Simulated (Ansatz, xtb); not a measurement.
Two conformers of BH6NSeSi

Structure I is `NB[Se][SiH3]`, a singlet and structure II is `NB[Se][SiH3]`, a singlet. Both are isolated molecules in the gas phase, relaxed with B3LYP-D3(BJ)/def2-SVP.

I (Å):

```yaml
atoms:
  - { symbol: B, position_ang: [-1.6405, 0.6074, 0.5008] }
  - { symbol: N, position_ang: [-1.4055, 1.6583, 1.3828] }
  - { symbol: Se, position_ang: [-0.7237, 0.5586, -1.2484] }
  - { symbol: Si, position_ang: [-1.6731, -1.4058, -1.9626] }
  - { symbol: H, position_ang: [-1.8594, 1.7130, 2.2869] }
  - { symbol: H, position_ang: [-0.7774, 2.4312, 1.1934] }
  - { symbol: H, position_ang: [-2.4046, -0.2728, 0.8064] }
  - { symbol: H, position_ang: [-1.1216, -1.6750, -3.3197] }
  - { symbol: H, position_ang: [-3.1568, -1.2915, -2.0435] }
  - { symbol: H, position_ang: [-1.3279, -2.5351, -1.0535] }
```

II (Å):

```xyz
10

B    -0.9588   -0.5745   -2.4810
N    -1.2507   -0.7497   -1.1313
Se   -0.5181   -2.0116   -3.7602
Si   -0.4823   -3.8258   -2.3578
H    -1.4756    0.0379   -0.5342
H    -1.3046   -1.6424   -0.6549
H    -0.9667    0.5306   -2.9593
H     0.7218   -3.8239   -1.4770
H    -1.6875   -3.8376   -1.4737
H    -0.4772   -5.0492   -3.2043
```

Task: Estimate E(II) − E(I) at the level CCSD(T)/def2-SVP + ΔMP2/def2-TZVPP.

Result: Too close to call at this level: CCSD(T)/def2-SVP + ΔMP2/def2-TZVPP gives E(II) − E(I) = +0.59 kcal/mol.

How the difference moves with the method:

| level | geometry | E(II) − E(I) (kcal/mol) | departure from the last row (kcal/mol) | job, with rough time for the two |
| --- | --- | --- | --- | --- |
| B3LYP-D3(BJ)/def2-SVP | B3LYP-D3(BJ)/def2-SVP | +0.28 | −0.31 | optimisation, 1.8 min |
| HF/def2-SVP | B3LYP-D3(BJ)/def2-SVP | +1.37 | +0.78 | part of the CCSD(T) run |
| MP2/def2-SVP | B3LYP-D3(BJ)/def2-SVP | +0.91 | +0.32 | part of the CCSD(T) run |
| CCSD(T)/def2-SVP | B3LYP-D3(BJ)/def2-SVP | +0.71 | +0.12 | single point |
| CCSD(T)/def2-SVP + ΔMP2/def2-TZVPP | B3LYP-D3(BJ)/def2-SVP | +0.59 |  | single point, 32 s |

The largest departure from CCSD(T)/def2-SVP + ΔMP2/def2-TZVPP is that of HF/def2-SVP, 0.78 kcal/mol. Levels run at GFN2-xTB geometries aren't shown. The last row adds to CCSD(T) the change of the MP2 difference between the two basis sets, here −0.12 kcal/mol.

With harmonic frequencies from B3LYP-D3(BJ)/def2-SVP (ideal gas, rigid rotor, one conformer each, 298.15 K, 1 atm): the zero-point term adds −0.03 kcal/mol; ΔH is +0.52 and ΔG +0.60 kcal/mol.

The correlated steps freeze 16 core orbitals; the filled d shell of Se is correlated, in a basis made for valence electrons. Mirror images aren't counted in ΔG. Run with Ansatz 0.2.0; the last row on 2 threads of Intel(R) Xeon(R) Processor @ 2.70GHz on a shared host.
